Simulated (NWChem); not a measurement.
BHOF cation; SMILES [OH+]=BF

All runs: NWChem. Pople sets run with spherical d functions. The geometry was optimised at PBE0/def2-SVP. Level SCAN/6-31G*: energy and gradient on several grids; changes count from the extra-fine grid, which is no exact limit either.

```
grid     size of the energy change (μHa)  largest change of a gradient component (μHa/bohr)  time, medium = 1 (rough)
-------  -------------------------------  -------------------------------------------------  ------------------------
xcoarse                            20000                                               9000                   about 1
coarse                             10000                                               5000                   about 1
medium                              2000                                               1000                   about 1
fine                                 300                                                600                   about 1
xfine                               < 10                                               < 30                         3
```
